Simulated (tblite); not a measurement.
Parent: `[CH:1]#[C:2]/[CH:3]=[CH:4]/[SiH:5]([CH3:6])[CH3:7]` with C3–C4–Si5–C6 120°, C6H10Si.

Structures optimised with GFN2-xTB, isolated species. One conformer each, not checked by frequencies here.

| coordinate of the parent | value |
| --- | --- |
| C1≡C2 | 1.202 Å |
| C2–C3 | 1.409 Å |
| C3=C4 | 1.336 Å |
| C4–Si5 | 1.884 Å |
| Si5–C6 | 1.904 Å |
| Si5–C7 | 1.904 Å |
| C1–C2–C3 | 179.4° |
| C2–C3–C4 | 123.5° |
| C3–C4–Si5 | 124.7° |
| C4–Si5–C6 | 108.9° |
| C4–Si5–C7 | 108.9° |
| C6–Si5–C7 | 109.6° |

**Question.** How does the shared frame change in `[CH:1]#[C:2]/[CH:3]=[C:4](/[CH2:5][SiH3:6])[SiH:7]([CH3:8])[CH3:9]` with C3–C4–C5–Si6 -94°, C3–C4–Si7–C8 -62°, C7H14Si2? Atoms pair as C1 = C1, C2 = C2, C3 = C3, C4 = C4, Si5 = Si7, C6 = C8, C7 = C9 (parent first).

**Answer.** 
| parent | relative | value in the relative | change |
| --- | --- | --- | --- |
| C1≡C2 | C1≡C2 | 1.203 Å | +0.001 |
| C2–C3 | C2–C3 | 1.406 Å | -0.003 |
| C3=C4 | C3=C4 | 1.341 Å | +0.005 |
| C4–Si5 | C4–Si7 | 1.897 Å | +0.013 |
| Si5–C6 | Si7–C8 | 1.902 Å | -0.002 |
| Si5–C7 | Si7–C9 | 1.902 Å | -0.002 |
| C1–C2–C3 | C1–C2–C3 | 176.8° | -2.6 |
| C2–C3–C4 | C2–C3–C4 | 124.8° | +1.3 |
| C3–C4–Si5 | C3–C4–Si7 | 122.3° | -2.4 |
| C4–Si5–C6 | C4–Si7–C8 | 109.8° | +0.9 |
| C4–Si5–C7 | C4–Si7–C9 | 110.1° | +1.2 |
| C6–Si5–C7 | C8–Si7–C9 | 110.9° | +1.3 |

Of the parent's bonds, C4–Si5 changes most (+0.013 Å). Bonds of the relative outside the shared frame: C4–C5 1.491, C5–Si6 1.909 Å. Point group Cs → C1.

These are computed values.
